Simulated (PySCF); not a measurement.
Simulated outer-valence photoelectron spectrum of `[NH2][GeH2][NH2]`. The calculation used EOM-IP-CCSD/aug-cc-pVDZ in PySCF, restricted Hartree–Fock reference, frozen core, non-relativistic, gas phase, PBE0-D3(BJ)/def2-SVP geometry.

Each root has a Gaussian of 0.5 eV full width with its one-hole share as area; cross sections and vibrations are left out, and the highest printed point is 100.

ionisation energy (eV), intensity and a bar:
```
      8.8          0 
      9.0          2 #
      9.2         17 #####
      9.4         57 #################
      9.6         93 ############################
      9.8         88 ##########################
     10.0         47 ##############
     10.2         12 ####
     10.4          1 
     10.6          0 
     10.8          0 
     11.0          0 
     11.2          0 
     11.4          0 
     11.6          4 #
     11.8         23 #######
     12.0         55 ################
     12.2         53 ################
     12.4         27 ########
     12.6         31 #########
     12.8         58 #################
     13.0         49 ###############
     13.2         23 #######
     13.4         31 #########
     13.6         58 #################
     13.8         48 ##############
     14.0         17 #####
     14.2          2 #
     14.4          0 
     14.6          0 
     14.8          0 
     15.0          0 
     15.2          0 
     15.4          0 
     15.6          1 
     15.8         11 ###
     16.0         48 ##############
     16.2         99 ##############################
     16.4        100 ##############################
     16.6         49 ###############
     16.8         11 ###
     17.0          1 
     17.2          0 
     17.4          1 
     17.6          7 ##
     17.8         31 #########
     18.0         56 #################
     18.2         42 ############
     18.4         13 ####
     18.6          2
```

Q: Where are the maxima, and how many lines lie under the curve?

A: 6 maxima, at 9.7, 12.1, 12.9, 13.7, 16.3 and 18.0 eV, from 8 lines. At this width some lines have no maximum of their own.

Q: List the lines with their holes.

A: 
```json
{"E (eV)": "9.54", "leading hole (HF orbital)": "HOMO", "area": "0.94", "Koopmans (eV)": "10.75"}
{"E (eV)": "9.82", "leading hole (HF orbital)": "HOMO-1", "area": "0.94", "Koopmans (eV)": "11.06"}
{"E (eV)": "12.09", "leading hole (HF orbital)": "HOMO-2", "area": "0.95", "Koopmans (eV)": "12.74"}
{"E (eV)": "12.86", "leading hole (HF orbital)": "HOMO-3", "area": "0.94", "Koopmans (eV)": "13.83"}
{"E (eV)": "13.66", "leading hole (HF orbital)": "HOMO-4", "area": "0.94", "Koopmans (eV)": "14.88"}
{"E (eV)": "16.21", "leading hole (HF orbital)": "HOMO-5", "area": "0.95", "Koopmans (eV)": "17.33"}
{"E (eV)": "16.40", "leading hole (HF orbital)": "HOMO-6", "area": "0.95", "Koopmans (eV)": "17.53"}
{"E (eV)": "18.03", "leading hole (HF orbital)": "HOMO-7", "area": "0.89", "Koopmans (eV)": "19.52"}
```

The widest gap, 2.55 eV, lies between 13.66 and 16.21 eV. Only orbitals with −ε under 21 eV, eight at most, were ionised, so the high end of the curve may lack lines.

Hardware: x86-64 server, one thread, no GPU, on a shared host. Cost: 2.4 min.

Conformer computed: `[NH2:1][GeH2:2][NH2:3]`: H–N1–Ge2–N3 -42°, H–N1–Ge2–N3 84°, H–N3–Ge2–N1 156°, H–N3–Ge2–N1 -76°.

One conformer stands for the species.
